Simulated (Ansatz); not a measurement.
Species: B2F4, charge 0, singlet. B2F4 (SMILES FB(F)B(F)F).
B3LYP-D3(BJ)/def2-TZVP minimum from Ansatz (an electronic-structure program):
```xyz
6

F     -1.5495    -0.8754     0.7120
B     -0.8563    -0.0458    -0.0490
F     -1.5426     0.7102    -0.8889
B      0.8563     0.0458     0.0490
F      1.6339    -0.7156    -0.7017
F      1.4582     0.8808     0.8786
```

Hartree-Fock and MP2 correlation energies in hartree (Ansatz). Radicals and triplets start from unrestricted determinants; spin-orbit coupling is neglected. Cores are frozen in correlated methods. No relativity.

```json
[
 {"basis": "cc-pVTZ", "X": "3", "E(HF)": "-447.54461", "E(corr, MP2)": "-1.17722"},
 {"basis": "cc-pVQZ", "X": "4", "E(HF)": "-447.58036", "E(corr, MP2)": "-1.28297"},
 {"basis": "cc-pV5Z", "X": "5", "E(HF)": "-447.58954", "E(corr, MP2)": "withheld"}
]
```

**Question.** Fit E(corr) = E∞ + A/X³ to X = 3 and 4, predict X = 5, and compare with the run.

**Answer.** A = (-1.17722 - (-1.28297))/(1/27 - 1/64) = 4.9388; E∞ = -1.28297 - A/64 = -1.36014; at X = 5, E∞ + A/125 = -1.32063. The run gave -1.32712, 6.49 mEh below the prediction. The same form on X = 4 and 5 gives E∞ = -1.37344, 13.30 mEh below the first estimate.
